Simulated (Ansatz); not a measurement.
Computed with Ansatz on PBE0-D4/def2-TZVP structures; ΔE is electronic, products minus reactants. CCSD(T)/CBS adds triple-zeta CCSD(T) − MP2 to the extrapolated MP2 energy (def2 sets, frozen cores). Functionals use def2-TZVPP. For Ge outer-core shells are correlated without core-valence functions, which leaves a few kJ/mol of doubt a bond. Scalar relativity is left out up to krypton. One conformer a species, not always the lowest.

`N=C(F)[S][GeH3]` + `CC(O)=S` → `CC(=S)[O][GeH3]` + `N=C(F)S`  (ligand exchange at a Ge–S bond)

```
         level  ΔE (kJ/mol)
         BHLYP         50.7
MP2/def2-TZVPP         50.0
```

Task: What does CCSD(T)/CBS give? (Best estimate.)

Result: Computed: +49.9 kJ/mol. The listed levels differ from it by 0.8, 0.1 kJ/mol.

Task: What do rigid-rotor, harmonic-oscillator terms from PBE0-D4/def2-TZVP frequencies (298.15 K, 1 bar) make of the CCSD(T)/CBS value? (An estimate is asked.)

Result: The calculation gave: ΔZPE = -7.7 kJ/mol, ΔH = +42.4 kJ/mol, ΔS = -1 J/(mol·K), ΔG = +42.6 kJ/mol. Modes under 50 cm⁻¹ make the entropy rough.

Largest T1 diagnostic among the species: 0.017.

At CCSD(T), def2-SVP lies +4.4 kJ/mol from the extrapolated value and def2-TZVPP −1.5 kJ/mol. Leaving LDA and LC-ωPBE aside and taking each functional with its dispersion term where it has one, the values, not all of them listed here, spread over 11.3 kJ/mol, from BLYP-D4 to HSE06-D4.

CCSD(T)/CBS has its own doubt, a few kJ/mol and more with outer-core shells, so smaller differences from it don't rank the levels.
